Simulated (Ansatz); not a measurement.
Consider the formal exchange of groups at the Si–Si bond: `C[SiH2][SiH](O)O` + `C#C[SiH3]` → `O[SiH](O)C#C[SiH3]` + `C[SiH3]`.

Gas-phase electronic energies from Ansatz, PBE0-D4/def2-TZVP geometries. CBS: MP2 limit from def2 TZ/QZ plus the TZ coupled-cluster correction, frozen cores. This one scheme is used for every species. DFT in def2-TZVPP. B3LYP here is the variant with VWN-RPA as its local correlation; programs differ in this. One conformer a species, not always the lowest.

Is it downhill or uphill in electronic energy at CCSD(T)/CBS, and by how much? (Estimate.)

Ansatz gave: Downhill: ΔE = -60.1 kJ/mol.

What do these levels give: PBE-D4, PBE0-D4, B3LYP-D4, ωB97X-V, ωB97M-V, PBE, MP2/def2-TZVPP, SCS-MP2/def2-TZVPP, CCSD(T)/def2-TZVPP, MP2/def2-QZVPP, SCS-MP2/def2-QZVPP, MP2/CBS(def2)? (An estimate is asked.)

The calculation gave: PBE-D4 -48.1, PBE0-D4 -51.9, B3LYP-D4 -59.0, ωB97X-V -56.6, ωB97M-V -62.8, PBE -49.7, MP2/def2-TZVPP -69.7, SCS-MP2/def2-TZVPP -70.3, CCSD(T)/def2-TZVPP -62.6, MP2/def2-QZVPP -68.4, SCS-MP2/def2-QZVPP -69.1, MP2/CBS(def2) -67.1 kJ/mol.

Largest T1 diagnostic among the species: 0.013.

In def2-TZVPP, CCSD(T) changes the Hartree–Fock value by +11.0 kJ/mol (the triples alone add +0.2 kJ/mol) and MP2 by +3.9 kJ/mol. From PBE to PBE0 (25 % exact exchange), in def2-TZVPP and without D4, ΔE moves by −3.6 kJ/mol.
